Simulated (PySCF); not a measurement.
C₆H₅O, SMILES Oc1c[c]ccc1, multiplicity 2. Coordinates come from a PBE0-D3(BJ)/def2-SVP optimisation. The isomer is the one that the SMILES or the coordinates give; other isomers of the formula were not compared. One conformer was computed; it need not be the lowest.

These are PBE0-D3(BJ)/def2-SVP in PySCF 2.14.0 values and carry that method's errors.

Harmonic wavenumbers (cm⁻¹): 229, 381, 416, 432, 526, 540, 621, 674, 755, 834, 846, 870, 980, 993, 1059, 1088, 1161, 1183, 1257, 1333, 1398, 1478, 1528, 1634, 1693, 3189, 3207, 3218, 3225, 3882. Rotational constants (GHz): 6.087, 2.654, 1.848; symmetry number 1.

Work out the zero-point energy and the ideal-gas rigid-rotor harmonic-oscillator thermochemistry at 298.15 K and 1 atm.

ZPE = ½ Σ hcν = ½ × 40628 cm⁻¹ = 243.01 kJ/mol. H − E(el) = 259.75 kJ/mol. Entropy in J/(mol K): translation 165.29, rotation 112.04, vibration 33.04, spin 5.76, total 316.13. G − E(el) = 165.49 kJ/mol. Cp = 97.24 J/(mol K).
